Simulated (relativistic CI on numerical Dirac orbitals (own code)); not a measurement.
## Calculated levels, K⁷⁺

Calculated at this level of theory: Dirac-Coulomb-Breit CI, orbitals from a KLI potential per configuration, model QED (radiative potential, 1s self-energy scaled to tabulated hydrogen-like ionisation energies), unscaled Slater integrals (own radial code, finite nucleus).

Configuration list (outside the closed core [Ne]): 3s2, 3s 3p, 3p2, 3s 3d, 3d2, 3p 3d, 3p 4s, 3s 4s, 3s 4p, 3d 4s, 3s 4d, 3s 4f, 3s 5s, 3s 5p, 3s 5d, 4s2, 3s 5f, 3s 5g, 3s 6s, 3s 6p, 3s 6d. Levels of other configurations are missing.

```tsv
No.	Configuration	Term	J	E (cm⁻¹)	%	Next component (%)	jj configuration (%)
1	3s2	1S	0	0	97	3 3p2 1S	closed (97)
2	3s 3p	3P°	0	126650	100		3s 3p1/2 (100)
3	3s 3p	3P°	1	127754	99		3s 3p1/2 (69)
4	3s 3p	3P°	2	130097	100		3s 3p3/2 (100)
5	3s 3p	1P°	1	195677	96	4 3p 3d 1P°	3s 3p3/2 (66)
6	3p2	1D	2	299319	76	22 3s 3d 1D	3p1/2 3p3/2 (64)
7	3p2	3P	0	305102	99	1 3d2 3P	3p1/2^2 (71)
8	3p2	3P	1	306427	99	1 3d2 3P	3p1/2 3p3/2 (99)
9	3p2	3P	2	308934	97	2 1D	3p3/2^2 (78)
10	3p2	1S	0	361825	93	3 3d2 1S	3p3/2^2 (67)
11	3s 3d	3D	1	370183	100		3s 3d3/2 (100)
12	3s 3d	3D	2	370246	100		3s 3d3/2 (60)
13	3s 3d	3D	3	370350	100		3s 3d5/2 (100)
14	3s 3d	1D	2	429348	77	21 3p2 1D	3s 3d5/2 (46)
15	3p 3d	3F°	2	503421	97	2 1D°	3p1/2 3d3/2 (86)
16	3p 3d	3F°	3	504828	100		3p3/2 3d3/2 (51)
17	3p 3d	3F°	4	506559	100		3p3/2 3d5/2 (100)
18	3p 3d	1D°	2	511248	98	2 3F°	3p3/2 3d5/2 (46)
19	3p 3d	3P°	2	538218	87	13 3D°	3p1/2 3d5/2 (70)
20	3p 3d	3P°	1	539170	78	22 3D°	3p1/2 3d3/2 (49)
21	3p 3d	3P°	0	540232	99		3p3/2 3d3/2 (99)
22	3p 3d	3D°	1	541519	78	22 3P°	3p3/2 3d3/2 (80)
23	3p 3d	3D°	2	541983	87	13 3P°	3p3/2 3d3/2 (63)
24	3p 3d	3D°	3	542132	100		3p3/2 3d5/2 (70)
25	3p 3d	1F°	3	585191	97	2 3s 4f 1F°	3p3/2 3d3/2 (40)
26	3p 3d	1P°	1	598922	95	3 3s 3p 1P°	3p3/2 3d5/2 (59)
27	3s 4s	3S	1	632232	100		3s 4s (100)
28	3s 4s	1S	0	648926	100		3s 4s (100)
29	3s 4p	3P°	0	692749	99	1 3p 4s 3P°	3s 4p1/2 (99)
30	3s 4p	3P°	1	693048	96	3 1P°	3s 4p1/2 (81)
31	3s 4p	3P°	2	693952	99	1 3p 4s 3P°	3s 4p3/2 (99)
32	3s 4p	1P°	1	695965	90	6 3p 4s 1P°	3s 4p3/2 (77)
33	3d2	3F	2	745518	100		3d3/2^2 (68)
34	3d2	3F	3	745625	100		3d3/2 3d5/2 (100)
35	3d2	3F	4	745760	100		3d5/2^2 (80)
36	3d2	1D	2	763664	78	20 3s 4d 1D	3d5/2^2 (34)
37	3d2	3P	0	765710	99	1 3p2 3P	3d3/2^2 (60)
38	3d2	3P	1	765749	99	1 3p2 3P	3d3/2 3d5/2 (99)
39	3d2	3P	2	765802	99	1 3p2 3P	3d5/2^2 (48)
40	3d2	1G	4	768647	100		3d3/2 3d5/2 (80)
41	3s 4d	3D	1	772076	100		3s 4d3/2 (100)
42	3s 4d	3D	2	772108	100		3s 4d3/2 (60)
43	3s 4d	3D	3	772161	100		3s 4d5/2 (100)
44	3s 4d	1D	2	777592	79	20 3d2 1D	3s 4d5/2 (48)
45	3p 4s	3P°	0	794794	99	1 3s 4p 3P°	3p1/2 4s (99)
```

Energies count from the lowest computed level; ° marks odd parity. Filled j subshells are mostly left out of the jj labels.

The mean weight of the leading LS term, summed over parents, in these 45 levels is 95 %, and that of the leading jj configuration (from the same eigenvectors) 77 %, so LS coupling describes them better.

At this charge configurations can still be misplaced by up to about 7 % of their energy. 61 of the 65 excited levels that our extract of the measured tables holds in this range could be paired (the sources list more); they are missed by 2782 cm⁻¹ on average and 15108 at most, and levels without a partner can miss by more.
